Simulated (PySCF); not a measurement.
**Telling isomers of C₅H₉NO₂Si apart by NMR**

[PySCF: structure optimised with GFN2-xTB; σ from GIAO-PBE0/pcSseg-1; single conformer; no relativistic terms; averaged over atoms made equivalent by symmetry, fast rotation or ring inversion; isolated molecule]

δ = σ(ref) − σ, references computed at the same level: 1H and 13C against TMS. Where no couplings were computed, multiplicities follow the n + 1 count of equivalent neighbours, and m marks all less simple cases (inequivalent or close neighbours, rings, F or P nearby). Shifts are as computed. Against solution values, carbons near 30 ppm lie about +3 ppm off and those near 130 ppm about +5 ppm. Of 1211 compounds with measured shifts, 218 miss one by over three times the rms of a fit or turn the order of signals round; such compounds aren't used in these exercises. OH and NH positions are gas-phase values without hydrogen bonding to other molecules.

(1) Tabulate the signals of `CO[Si@H](O)n1cccc1`, `C=NC(=C)O[SiH2]C(C)=O` and their relative energies.

(2) What is the quickest way to tell CO[Si@H](O)n1cccc1 from C=NC(=C)O[SiH2]C(C)=O?

Answers

(1) 
| SMILES | carbon types | δC | δH | E rel. (kcal/mol) |
| --- | --- | --- | --- | --- |
| CO[Si@H](O)n1cccc1 | 4×CH 1×CH3 | 123.4, 117.0, 52.0 | 6.67 (m, 2H), 6.56 (m, 2H), 5.23 (s, 1H), 4.10 (s, 3H), 2.38 (br s, 1H) | 0.0 |
| C=NC(=C)O[SiH2]C(C)=O | 2×C 2×CH2 1×CH3 | 245.9, 168.4, 157.4, 81.1, 40.2 | 7.71 (d, 1H), 7.00 (d, 1H), 4.91 (s, 2H), 4.12 (m, 1H), 4.11 (m, 1H), 2.44 (s, 3H) | 77.3 |

Energies are electronic energies at PBE0/pcSseg-1 on these geometries, without zero-point or thermal terms, each for the one conformer computed, which needn't be the lowest.

(2) Count the carbon signals: 3 against 5. The first has an aromatic CH next to a ring nitrogen at 123.4 ppm, the second a carbonyl carbon (C) at 245.9 ppm. In the proton spectra the most deshielded non-exchanging signals are 6.67 (m, 2H) and 7.71 (d, 1H).
